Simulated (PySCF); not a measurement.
Ionising SrS

RHF; Sr def2-SVPD with ECP28, S def2-SVPD; scalar-relativistic core potentials (PySCF 2.14). Neutral (RHF): singlet (closed shell), Re = 2.501 Å, ωe = 402 cm⁻¹, De = 1.47 eV, HOMO -6.59 eV, LUMO -0.94 eV.

SrS⁺ (UHF): doublet (π ↑), Re = 2.699 Å, ωe = 323 cm⁻¹, De = 1.49 eV to Sr⁺ + S. The energies at the minima are -427.76410 hartree for SrS and -427.59060 for SrS⁺.

Task: Work out the adiabatic ionisation energy, without and with harmonic zero-point energies (1 hartree = 27.2114 eV, 1 eV = 8065.5 cm⁻¹), and the change of the bond length.

Result: At HF: 0.17350 hartree = 4.721 eV between the minima; the zero-point term (323.0 − 402.0)/2 cm⁻¹ = -0.005 eV makes it 4.716 eV. Re changes by +19.8 pm against the neutral. Minus the HOMO energy is 6.59 eV, +1.87 eV from the value between the minima; Hartree–Fock orbital energies leave out relaxation and correlation. The electron leaves a π orbital; in so polar a molecule the change of length follows mostly from the change of the ionic charges.

SrS⁻ (UHF): doublet (σ ↑), Re = 2.614 Å, ωe = 347 cm⁻¹. The energies at the minima are -427.76410 hartree for SrS and -427.80940 for SrS⁻.

Task: Work out the adiabatic electron affinity, without and with harmonic zero-point energies (1 hartree = 27.2114 eV, 1 eV = 8065.5 cm⁻¹), and the change of the bond length.

Result: At HF: 0.04530 hartree = 1.233 eV between the minima; the zero-point term (402.0 − 347.0)/2 cm⁻¹ = +0.003 eV makes it 1.236 eV. Re changes by +11.3 pm against the neutral. The electron enters a σ orbital; in so polar a molecule the change of length follows mostly from the change of the ionic charges.

Spin–orbit coupling is left out. For an ion De counts to the pair picked by the measured ionisation energies or electron affinities, which need not be the lowest pair at this level. Where the molecule has an RHF reference, its open-shell atoms are computed with UHF. Hartree–Fock leaves out correlation, which carries a large part of most bond energies and some tenths to 1 eV of ionisation energies. States were picked by a PBE0 search and need not be the measured ground states.

Neutral and ion stand on different kinds of reference determinant, which adds to the error of the difference.
